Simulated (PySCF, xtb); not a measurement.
TiF4, SMILES [F][Ti]([F])([F])[F], multiplicity 1.

Harmonic wavenumbers (cm⁻¹) from xtb with GFN2-xTB at its own minimum, in rising order: 195, 195, 210, 210, 210, 559, 663, 663, 663.

Problem. What does B3LYP-D3(BJ)/def2-SVP run with PySCF give at its own minimum? (Estimate from the structure and the level; the computed values follow.)

Solution. 196, 196, 223, 223, 223, 740, 836, 836, 836. Paired by order, the mean absolute difference is 82 cm⁻¹ and the zero-point energies are 5.1 and 6.2 kcal/mol.
